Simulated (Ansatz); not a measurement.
Ideal-gas functions of CH₃BN₂O (`N=C1OB1N`) at 500 K and 1 bar, from an Ansatz frequency run at PBE0-D4/def2-TZVP.

Molar mass 69.86 g/mol, point group Cs (symmetry number 1), electronic degeneracy 1, moments of inertia 25.952, 146.273, 172.226 u Å². Harmonic wavenumbers (cm⁻¹, unscaled): 259, 269, 448, 512, 534, 585, 678, 773, 854, 901, 1117, 1263, 1532, 1635, 1945, 3534, 3628, 3733.

Use S(trans) = R[1.5 ln M + 2.5 ln T − 1.1517]; rotational temperatures θ = 24.2544 K / I; S(rot) = R[ln(√π/σ · √(T³/θAθBθC)) + 1.5]; for each mode x = 1.438777 ν̃/T, S = R[x/(eˣ − 1) − ln(1 − e⁻ˣ)] and H = RT x/(eˣ − 1); 1 cm⁻¹ = 0.0119627 kJ/mol; R = 8.31446 J/(mol·K).

Question: By hand: the entropy, in J/(mol·K).

Answer: Translation 172.6. Rotation: θ = 0.9346, 0.1658, 0.1408 K, giving 110.6. Vibration, mode by mode: 10.95, 10.65, 6.76, 5.81, 5.52, 4.90, 3.96, 3.19, 2.66, 2.39, 1.46, 1.04, 0.55, 0.43, 0.20, 0.00, 0.00, 0.00, in all 60.5. Electronic 0.0. Sum 343.7 J/(mol·K).

Question: By hand: H − E and G − E in kJ/mol, counted from the electronic energy.

Answer: Zero-point energy ½ × 24200 × 0.0119627 = 144.7; thermal vibration 18.5; translation, rotation and pV give 4 RT = 16.6. H − E = 179.8 kJ/mol, and G − E = 179.8 − 500 × 343.7/1000 = 7.9 kJ/mol.

Vibration gives 18 % of the entropy. The sum counts one conformer and one mirror image; others add a mixing term.
